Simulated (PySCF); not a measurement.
**SMILES C(/C#N)=C\C=C\O, C$_{5}$H$_{5}$NO**

Geometry:
| atom | x (Å) | y (Å) | z (Å) |
| --- | --- | --- | --- |
| N1 | -4.048 | 0.441 | 0.556 |
| C2 | -2.981 | 0.018 | 0.595 |
| C3 | -1.683 | -0.507 | 0.648 |
| C4 | -0.616 | 0.155 | 0.163 |
| C5 | 0.719 | -0.353 | 0.205 |
| C6 | 1.764 | 0.329 | -0.285 |
| O7 | 3.021 | -0.162 | -0.238 |
| H8 | -1.584 | -1.482 | 1.106 |
| H9 | -0.759 | 1.129 | -0.288 |
| H10 | 0.888 | -1.324 | 0.647 |
| H11 | 1.628 | 1.305 | -0.738 |
| H12 | 3.651 | 0.450 | -0.633 |

Method used: TDDFT PBE0/def2-SVPD excited states, vertical, gas phase (PySCF 2.14.0). Geometry: GFN2-xTB.

(1) How strongly do the lowest singlets absorb one photon, and two photons of half the energy?

Answers

(1) δ for parallel linear polarisation; σ at the peak of a Lorentzian of half width 0.1 eV, single beam; Ω is circular over linear.
| state | E (eV) | f | photon λ (nm) | δ (au) | σ (GM) | Ω | main |
| --- | --- | --- | --- | --- | --- | --- | --- |
| S1 | 4.94 | 0.914 | 502 | 220 | 1.97 | 0.69 | HOMO→LUMO 0.97 |
| S2 | 5.49 | 0.000 | 452 | 0.66 | 0.01 | 1.50 | HOMO→LUMO+1 0.98 |
| S3 | 6.08 | 0.000 | 408 | <0.1 | 0.00 | – | HOMO−2→LUMO 0.87 |
| S4 | 6.26 | 0.000 | 396 | 1.56 | 0.02 | 1.47 | HOMO→LUMO+3 0.81, HOMO−2→LUMO 0.09 |
| S5 | 6.35 | 0.010 | 390 | 2250 | 33.22 | 0.65 | HOMO−1→LUMO 0.51, HOMO→LUMO+2 0.46 |

Among these, the strongest one-photon state is S1, the strongest two-photon state S5, with a dipole change of 2.2 D (relaxed, norm of the difference vector).
